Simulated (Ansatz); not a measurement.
CH3F3Sn⁺, that is SnMeF3 with one electron fewer, relaxed as a doublet with UKS PBE0-D4/def2-SVP in Ansatz, starting from the PBE0-D4/def2-SVP geometry of the neutral singlet. Force threshold 0.02 eV/Å.

In the def2 sets Sn takes a core potential; there is no spin–orbit coupling.

Start:

Cartesian coordinates in Å:
```
Sn 0.327 -0.763 -0.324
C -0.449 1.046 0.444
H -1.339 1.317 -0.138
H 0.321 1.822 0.350
H -0.712 0.891 1.498
F 1.947 -1.349 0.526
F 0.767 -0.702 -2.192
F -0.862 -2.262 -0.165
```

(1) Estimate the energy that the relaxation releases and the steps that it takes.

(2) Does the start keep its bonding?

(3) Predict the relaxed structure.

Answers

(1) 77.3 kJ/mol, in 18 steps; 36 s on 4 threads of Arm Neoverse V2 on a shared host. No frequencies were taken in this run, so the end may be a saddle point.

(2) By distances, no bond broke or formed. The bond that changes most is Sn1–C2, from 2.11 to 2.43 Å (atoms count from 1).

(3) 
Cartesian coordinates in Å:
```
Sn 0.419 -0.977 -0.415
C -0.474 1.103 0.468
H -0.700 1.560 -0.507
H 0.440 1.411 0.999
H -1.293 0.648 1.043
F 2.155 -0.920 0.332
F 0.262 -0.629 -2.266
F -0.809 -2.196 0.344
```
Bond lengths: 3 × F–Sn 1.89 Å; 1 × C–Sn 2.43 Å; 3 × C–H 1.10 Å.
